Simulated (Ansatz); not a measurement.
Compare A (`C[Si](C)(S)S`) with its isomer B (`C[SiH](S)CS`).

Gas-phase electronic energies from Ansatz, PBE0-D4/def2-TZVP geometries. CCSD(T)/CBS adds triple-zeta CCSD(T) − MP2 to the extrapolated MP2 energy (def2 sets, frozen cores). DFT in def2-TZVPP. One conformer a species, not always the lowest.

Task: Which is lower in electronic energy at CCSD(T)/CBS, and by how much? (Estimate.)

Result: Computed: A, by 124.5 kJ/mol.

Task: Give E(B) − E(A) in kJ/mol with PBE0-D4, HF/def2-TZVPP, ωB97M-V, B2PLYP, CCSD(T)/def2-TZVPP, CCSD/def2-TZVPP, PBE-D4. (An estimate is asked.)

Result: Computed: PBE0-D4 126.1, HF/def2-TZVPP 121.9, ωB97M-V 125.2, B2PLYP 123.5, CCSD(T)/def2-TZVPP 122.8, CCSD/def2-TZVPP 122.6, PBE-D4 123.6. None reverses the order clearly.

Largest T1 diagnostic: 0.011.
